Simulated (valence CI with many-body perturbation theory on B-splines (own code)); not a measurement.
**P: electric-dipole lines**

Calculated by configuration interaction combined with many-body perturbation theory (CI+MBPT): five valence electrons over a frozen Dirac-Fock core [Ne], radial functions for each j: 9 s, 9 p, 8 d, 6 f, 3 g, 1 h, with the one-electron correlation potential Σ1 (screened to all orders), the two-electron term Σ2, the three-electron term Σ3, Breit, model QED; selected single and double excitations, second order for the rest, scaled by the run's own slope (own B-spline code, finite nucleus).

Against 25 measured levels this calculation errs by 56 cm⁻¹ on average and by 186 at most. These come from a selection out of the NIST Handbook of Basic Atomic Spectroscopic Data. Levels without a partner in it may be off by more. Among the levels kept, up to 2600 cm⁻¹ of a level comes from second order outside the variational space, and about a tenth of that is noise between levels of different J, which matters for small intervals.

Lines 51 to 100 of 293 in falling wavelength, among levels below 9.319 eV, chosen from the strongest by gf and those to the six lowest levels. Wavelengths and rates use the calculated energies, so an error of 60 cm⁻¹ moves a line at 1657 nm by 0.99 % and its rate by three times that or more. Electric multipoles are in the length gauge, E1 and E2 with the static RPA response of the core. Weak lines are less certain than strong ones. Lines between different terms over intervals too small for the method are left out, as are lines whose strength nearly cancels. Where a level lies close to another of its J and parity, the split of strength between their lines is uncertain. The highest levels of a list are the least certain.

Names give the largest LS component (configuration and term), which can be under half, so a name can repeat, a term be missing and a line seem to break the LS rules; names also repeat where a configuration has a term twice. Letters in brackets count levels of one name in rising energy.

| λ vac (nm) | λ from measured levels | Upper | Lower | A (s⁻¹) | S (a.u.) |
| --- | --- | --- | --- | --- | --- |
| 2104 |  | 3s2 3p2 5s 2P_1/2 | 3s2 3p2 4p 2P°_3/2 | 7.51e+05 | 6.90e+00 |
| 2053 |  | 3s2 3p2 3d 2D_3/2 [b] | 3s2 3p2 4p 2P°_1/2 | 3.40e+06 | 5.82e+01 |
| 2036 |  | 3s2 3p2 3d 2D_5/2 [b] | 3s2 3p2 4p 2P°_3/2 | 3.75e+06 | 9.38e+01 |
| 2033 |  | 3s2 3p2 5s 2P_1/2 | 3s2 3p2 4p 2P°_1/2 | 1.93e+06 | 1.60e+01 |
| 1954 |  | 3s2 3p2 5s 2P_3/2 | 3s2 3p2 4p 2P°_3/2 | 2.91e+06 | 4.29e+01 |
| 1893 |  | 3s2 3p2 5s 2P_3/2 | 3s2 3p2 4p 2P°_1/2 | 6.53e+05 | 8.74e+00 |
| 1777 |  | 3s2 3p2 3d 4P_5/2 | 3s2 3p2 4p 2D°_3/2 [a] | 1.55e+05 | 2.58e+00 |
| 1768 |  | 3s2 3p2 3d 4P_5/2 | 3s2 3p2 4p 4S°_3/2 | 1.80e+06 | 2.95e+01 |
| 1767 |  | 3s2 3p2 5s 4P_3/2 | 3s2 3p2 4p 4S°_3/2 | 1.06e+05 | 1.16e+00 |
| 1767 |  | 3s2 3p2 5s 4P_5/2 | 3s2 3p2 4p 2D°_5/2 [a] | 1.15e+05 | 1.88e+00 |
| 1763 |  | 3s2 3p2 3d 2D_3/2 [b] | 3s2 3p2 4p 2D°_5/2 [a] | 2.50e+05 | 2.70e+00 |
| 1732 |  | 3s2 3p2 3d 4P_3/2 | 3s2 3p2 4p 2D°_3/2 [a] | 4.26e+05 | 4.37e+00 |
| 1723 |  | 3s2 3p2 3d 4P_3/2 | 3s2 3p2 4p 4S°_3/2 | 6.82e+06 | 6.89e+01 |
| 1711 |  | 3s2 3p2 3d 4P_1/2 | 3s2 3p2 4p 2D°_3/2 [a] | 1.84e+06 | 9.08e+00 |
| 1702 |  | 3s2 3p2 3d 4P_1/2 | 3s2 3p2 4p 4S°_3/2 | 7.54e+06 | 3.67e+01 |
| 1700 |  | 3s2 3p2 3d 2D_5/2 [b] | 3s2 3p2 4p 2D°_5/2 [a] | 2.23e+06 | 3.25e+01 |
| 1691 |  | 3s2 3p2 3d 4P_5/2 | 3s2 3p2 4p 4P°_5/2 | 5.00e+06 | 7.15e+01 |
| 1690 |  | 3s2 3p2 5s 4P_3/2 | 3s2 3p2 4p 4P°_5/2 | 3.28e+06 | 3.13e+01 |
| 1686 |  | 3s2 3p2 5s 4P_1/2 | 3s2 3p2 4p 4P°_3/2 | 5.33e+06 | 2.52e+01 |
| 1679 |  | 3s2 3p2 5s 4P_5/2 | 3s2 3p2 4p 2D°_3/2 [a] | 6.10e+05 | 8.54e+00 |
| 1675 |  | 3s2 3p2 3d 2D_3/2 [b] | 3s2 3p2 4p 2D°_3/2 [a] | 2.17e+06 | 2.02e+01 |
| 1670 |  | 3s2 3p2 5s 4P_5/2 | 3s2 3p2 4p 4S°_3/2 | 3.76e+06 | 5.19e+01 |
| 1669 |  | 3s2 3p2 5s 4P_1/2 | 3s2 3p2 4p 4P°_1/2 | 8.16e+05 | 3.75e+00 |
| 1661 |  | 3s2 3p2 5s 2P_1/2 | 3s2 3p2 4p 2D°_3/2 [a] | 7.12e+06 | 3.22e+01 |
| 1657 | 1649 | 3s2 3p2 4p 2S°_1/2 | 3s2 3p2 4s 2P_3/2 | 5.11e+06 | 2.29e+01 |
| 1653 |  | 3s2 3p2 5s 2P_1/2 | 3s2 3p2 4p 4S°_3/2 | 1.76e+06 | 7.84e+00 |
| 1650 |  | 3s2 3p2 3d 4P_3/2 | 3s2 3p2 4p 4P°_5/2 | 6.03e+05 | 5.35e+00 |
| 1643 |  | 3s2 3p2 5s 2P_3/2 | 3s2 3p2 4p 2D°_5/2 [a] | 7.81e+06 | 6.84e+01 |
| 1637 |  | 3s2 3p2 3d 4P_5/2 | 3s2 3p2 4p 4P°_3/2 | 4.31e+06 | 5.60e+01 |
| 1636 |  | 3s2 3p2 5s 4P_3/2 | 3s2 3p2 4p 4P°_3/2 | 1.46e+06 | 1.26e+01 |
| 1621 |  | 3s2 3p2 5s 4P_3/2 | 3s2 3p2 4p 4P°_1/2 | 3.99e+06 | 3.35e+01 |
| 1618 |  | 3s2 3p2 3d 2D_5/2 [b] | 3s2 3p2 4p 2D°_3/2 [a] | 1.16e+05 | 1.46e+00 |
| 1611 |  | 3s2 3p2 3d 2D_5/2 [b] | 3s2 3p2 4p 4S°_3/2 | 3.35e+05 | 4.14e+00 |
| 1601 |  | 3s2 3p2 5s 4P_5/2 | 3s2 3p2 4p 4P°_5/2 | 2.55e+06 | 3.10e+01 |
| 1598 |  | 3s2 3p2 3d 4P_3/2 | 3s2 3p2 4p 4P°_3/2 | 6.18e+05 | 4.98e+00 |
| 1584 |  | 3s2 3p2 3d 4P_3/2 | 3s2 3p2 4p 4P°_1/2 | 3.31e+05 | 2.59e+00 |
| 1580 |  | 3s2 3p2 3d 4P_1/2 | 3s2 3p2 4p 4P°_3/2 | 5.77e+05 | 2.25e+00 |
| 1572 | 1572 | 3s2 3p2 4p 2S°_1/2 | 3s2 3p2 4s 2P_1/2 | 3.45e+06 | 1.32e+01 |
| 1567 |  | 3s2 3p2 5s 2P_3/2 | 3s2 3p2 4p 2D°_3/2 [a] | 7.40e+05 | 5.61e+00 |
| 1566 |  | 3s2 3p2 3d 4P_1/2 | 3s2 3p2 4p 4P°_1/2 | 6.96e+05 | 2.64e+00 |
| 1465 |  | 3s2 3p2 5s 4P_1/2 | 3s2 3p2 4p 4D°_3/2 | 5.84e+06 | 1.81e+01 |
| 1462 |  | 3s2 3p2 5p 2S°_1/2 | 3s2 3p2 3d 2P_1/2 | 3.71e+05 | 1.14e+00 |
| 1458 | 1465 | 3s2 3p2 4p 4P°_3/2 | 3s 3p4 4P_5/2 | 5.44e+05 | 3.33e+00 |
| 1457 |  | 3s2 3p2 5s 4P_3/2 | 3s2 3p2 4p 4D°_5/2 | 4.97e+06 | 3.03e+01 |
| 1450 | 1464 | 3s2 3p2 4p 4P°_5/2 | 3s 3p4 4P_3/2 | 1.18e+05 | 1.07e+00 |
| 1439 |  | 3s2 3p2 5s 4P_1/2 | 3s2 3p2 4p 4D°_1/2 | 5.02e+06 | 1.48e+01 |
| 1427 |  | 3s2 3p2 5s 4P_3/2 | 3s2 3p2 4p 4D°_3/2 | 1.72e+06 | 9.85e+00 |
| 1427 |  | 3s2 3p2 3d 4P_3/2 | 3s2 3p2 4p 4D°_5/2 | 2.66e+06 | 1.52e+01 |
| 1425 |  | 3s2 3p2 5s 4P_5/2 | 3s2 3p2 4p 4D°_7/2 | 9.04e+06 | 7.74e+01 |
| 1417 | 1427 | 3s2 3p2 4p 4P°_5/2 | 3s 3p4 4P_5/2 | 2.16e+05 | 1.82e+00 |
